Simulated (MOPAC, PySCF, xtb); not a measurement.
Dissociation curve of Ge2, triplet.

Levels of theory: PM6, unrestricted, heats of formation (MOPAC); GFN1-xTB (xtb); UHF/LANL2DZ = unrestricted Hartree-Fock/LANL2DZ, with its core potentials past Ne (PySCF); UCCSD(T) = CCSD(T) on UHF/cc-pVDZ, 18 core orbitals frozen in PySCF 2.14.0.

Energies relative to the lowest point of each curve near equilibrium, in kcal/mol; the last columns give the difference from UCCSD(T):

```csv
R / Å,PM6,GFN1-xTB,UHF/LANL2DZ,UCCSD(T),PM6 − UCCSD(T),GFN1-xTB − UCCSD(T),UHF/LANL2DZ − UCCSD(T)
1.77,73.7,184.3,105.6,99.1,-25.4,85.1,6.4
1.92,25.4,49.3,51.3,41.8,-16.4,7.5,9.5
2.04,6.7,10.8,26.5,17.2,-10.5,-6.4,9.3
2.15,0.0,0.0,12.7,12.4,-12.4,-12.4,0.4
2.26,0.0,0.4,4.8,3.5,-3.5,-3.1,1.3
2.30,1.2,2.1,3.0,1.8,-0.6,0.3,1.3
2.38,4.8,6.0,0.8,0.0,4.8,6.0,0.8
2.45,9.0,9.4,0.0,0.0,9.0,9.4,0.0
2.54,15.3,14.5,0.2,1.7,13.6,12.8,-1.5
2.59,19.1,17.7,0.7,3.3,15.8,14.5,-2.6
2.77,20.3,30.7,4.2,11.1,9.2,19.6,-6.9
```

PM6 is furthest from UCCSD(T) at 1.77 (-25.4 kcal/mol, below); its mean absolute difference over the points is 11.0 kcal/mol.

GFN1-xTB is furthest from UCCSD(T) at 1.77 (85.1 kcal/mol, above); its mean absolute difference over the points is 16.1 kcal/mol.

UHF/LANL2DZ is furthest from UCCSD(T) at 1.92 (9.5 kcal/mol, above); its mean absolute difference over the points is 3.6 kcal/mol.

The scan ran from 1.77 to 7.16 Å; beyond the distances shown one of the unrestricted levels run for this scan, shown here or not, changes its spin distribution in one step. The unrestricted determinant behind UHF/LANL2DZ is spin-contaminated at 2.04 to 2.77 Å (<S²> up to 2.8, against 2.00 for a pure triplet). The unrestricted determinant behind UCCSD(T) is spin-contaminated at 2.77 Å (<S²> up to 2.2, against 2.00 for a pure triplet).
